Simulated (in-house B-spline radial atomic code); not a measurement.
Successive ionisation energies of terbium; each step leads to the configuration of the next row (after the last: [Kr] 4d8). Dirac energy differences include first-order Breit, QED and recoil terms. NIST's values go from ground level to ground level; the uncertainty of those that are theory runs from under 0.1 % in few-electron ions to several per cent in heavy many-electron ones. Computed with a radial B-spline atomic code at the basis-set limit: Dirac-Hartree-Fock, average of the configuration, finite nuclei.

Some pairs differ by more than the removed electron.

| ion | configuration | ionisation energy (eV) | tabulated value (eV) | tabulated kind | computed minus tabulated (eV) | highest orbital | largest mean radius (bohr) |
| --- | --- | --- | --- | --- | --- | --- | --- |
| Tb11+ | [Kr] 4d10 4f6 5s2 | 203.7 | 216 | tabulated theory | -12.3 | 4f7/2 | 1.1633 |
| Tb12+ | [Kr] 4d10 4f5 5s2 | ? | ? | tabulated theory | ? | ? | ? |
| Tb13+ | [Kr] 4d10 4f4 5s2 | 269.9 | 273 | tabulated theory | -3.1 | 5s1/2 | 1.1141 |
| Tb14+ | [Kr] 4d10 4f5 | 282.0 | 294 | tabulated theory | -12.0 | 4f7/2 | 0.65401 |
| Tb15+ | [Kr] 4d10 4f4 | ? | ? | tabulated theory | ? | ? | ? |
| Tb16+ | [Kr] 4d10 4f3 | 350.2 | 358 | tabulated theory | -7.8 | 4f7/2 | 0.61969 |
| Tb17+ | [Kr] 4d10 4f2 | 386.2 | 393 | tabulated theory | -6.8 | 4f7/2 | 0.60449 |
| Tb18+ | [Kr] 4d10 4f1 | 423.5 | 426.6 | tabulated theory | -3.1 | 4f7/2 | 0.59037 |
| Tb19+ | [Kr] 4d10 | ? | ? | tabulated theory | ? | ? | ? |
| Tb20+ | [Kr] 4d9 | 655.6 | 651 | tabulated theory | 4.6 | 4d5/2 | 0.56407 |

**Question.** Fill in the row of Tb12+.

**Answer.** ionisation energy (eV): 234.3; tabulated value (eV): 250; computed minus tabulated (eV): -15.7; highest orbital: 4f7/2; largest mean radius (bohr): 1.1381.

**Question.** Fill in the row of Tb15+.

**Answer.** ionisation energy (eV): 315.4; tabulated value (eV): 325; computed minus tabulated (eV): -9.6; highest orbital: 4f7/2; largest mean radius (bohr): 0.63613.

**Question.** Fill in the row of Tb19+.

**Answer.** ionisation energy (eV): 616.6; tabulated value (eV): 613; computed minus tabulated (eV): 3.6; highest orbital: 4d5/2; largest mean radius (bohr): 0.57074.

Where a p, d or f electron is removed, the computed value is a mean over both j, so it misses the tabulated one by a part of the spin-orbit splitting; averaging over terms and missing correlation add to the gap, relatively most at low charge.
